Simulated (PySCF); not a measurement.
Compound: C₈H₉P.
Cartesian coordinates in Å at the PBE0-D3(BJ)/def2-SVP level; atoms count from 1:
```
atom  x, y, z in Å
C1    -2.8006    0.6517   -0.1435
C2    -1.4292    0.6526    0.0795
C3    -0.5325   -0.2673   -0.4827
C4     0.9103   -0.1461   -0.1504
C5     1.9843   -0.4757   -1.1577
C6     1.7835   -1.3647    0.0214
C7    -1.0015   -1.2773   -1.3378
C8    -2.3341   -1.4486   -1.6859
P9    -3.6669   -0.4692   -1.1478
H10   -3.3948    1.4240    0.3565
H11   -1.0122    1.4214    0.7394
H12    1.1317    0.6910    0.5179
H13    1.6562   -0.8286   -2.1396
H14    2.8662    0.1695   -1.1853
H15    2.5244   -1.3492    0.8249
H16    1.3129   -2.3397   -0.1351
H17   -0.2724   -1.9783   -1.7594
H18   -2.5769   -2.2753   -2.3624
```

Level: PBE0/pcSseg-1 and CAM-B3LYP/def2-SVPD in PySCF, non-relativistic, on one gas-phase PBE0-D3(BJ)/def2-SVP geometry that isn't relaxed in the solvent. The solvent is an IEF-PCM continuum (cavity from Bondi-type radii × 1.2). Only the electrostatic response of the medium enters.

Gas phase at PBE0/pcSseg-1: HOMO -6.65 eV, LUMO -1.36 eV, dipole 2.52 D.

Problem. What does the continuum do to the energy, the frontier levels and the dipole at PBE0/pcSseg-1 in cyclohexane and acetonitrile?

Solution. 
```tsv
solvent	ε	E(solvent) − E(gas) (kcal/mol)	polarisation term (kcal/mol)	distortion of the solute (kcal/mol)	HOMO (eV)	LUMO (eV)	dipole (D)
cyclohexane	2.017	-1.53	-1.63	0.10	-6.65	-1.38	2.90
acetonitrile	35.69	-4.17	-4.90	0.73	-6.71	-1.47	3.54
```

The polarisation term is half the interaction of the solute with the surface charges that it induces; the rest is the cost of distorting the solute's density. The sum is the electrostatic part of solvation alone. From cyclohexane to acetonitrile the lowering changes by a factor 2.72, Onsager's factor (ε − 1)/(2ε + 1) by 2.37 and ε itself by 17.7.

Problem. Which radius a makes the point-dipole formula ΔE = −[(ε − 1)/(2ε + 1)]·μ²/a³ give the value in acetonitrile, with the gas-phase dipole?

Solution. μ = 0.991 au and |ΔE| = 0.00664 Eh give a = 2.19 Å; the farthest nucleus lies 3.80 Å from the centroid of the nuclei, so such a sphere wouldn't even hold the nuclei. The formula assumes a rigid point dipole at the centre of a sphere.

Problem. Give the dipole vector in the frame of the coordinates (D, pointing from negative to positive charge), gas and acetonitrile.

Solution. Gas (2.47, 0.10, 0.49), solvent (3.48, 0.11, 0.66). Its length changes by +41 % and its direction by less than 1°.

Problem. Which Hirshfeld charges (PBE0/pcSseg-1) respond most in acetonitrile (means over atoms taken as equivalent)?

Solution. 
```csv
atoms,environment,gas (e),solvent (e),change
P9,phosphorus bonded to 2 C,+0.069,+0.026,-0.043
H11/H17,aromatic hydrogen,+0.048,+0.058,+0.010
H12,methine hydrogen,+0.049,+0.056,+0.007
H10/H18,aromatic hydrogen,+0.045,+0.052,+0.007
H14/H15,methylene hydrogen,+0.052,+0.056,+0.004
C1/C8,aromatic CH carbon,-0.107,-0.110,-0.003
H13/H16,methylene hydrogen,+0.047,+0.050,+0.003
C2/C7,aromatic CH carbon,-0.046,-0.048,-0.002
C4,benzylic-type carbon,-0.040,-0.042,-0.002
C3,substituted aromatic carbon,+0.015,+0.013,-0.002
C5/C6,three-membered-ring carbon,-0.084,-0.084,0.000
```

Gas phase at CAM-B3LYP/def2-SVPD: HOMO -7.70 eV, LUMO -0.29 eV, dipole 2.38 D.

Problem. What does the continuum do to the energy, the frontier levels and the dipole at CAM-B3LYP/def2-SVPD in acetonitrile?

Solution. 
```tsv
solvent	ε	E(solvent) − E(gas) (kcal/mol)	polarisation term (kcal/mol)	distortion of the solute (kcal/mol)	HOMO (eV)	LUMO (eV)	dipole (D)
acetonitrile	35.69	-3.74	-4.49	0.75	-7.72	-0.37	3.38
```

Problem. How does the static polarisability (CAM-B3LYP/def2-SVPD, frozen core, with the continuum's full static response) change?

Solution. 
```json
{"medium": "gas", "isotropic (au)": "117.4", "principal values (au)": "78.2, 112.9, 161.2", "⟨r²⟩ of the electrons (bohr²)": "1566.3"}
{"medium": "acetonitrile", "isotropic (au)": "171.9", "principal values (au)": "114.3, 169.4, 231.9", "⟨r²⟩ of the electrons (bohr²)": "1566.1"}
```

The isotropic value in acetonitrile is 1.46 times the gas-phase one; no cavity-field correction is applied. ⟨r²⟩ is taken about the centre of nuclear charge.

Time: 37 s; peak memory 1.2 GiB. Hardware: one thread of an Intel Xeon 6975P-C, no GPU, shared host with 192 logical CPUs at a one-minute load of 125. This is the whole shielding run at PBE0/pcSseg-1 in acetonitrile, SCF included.
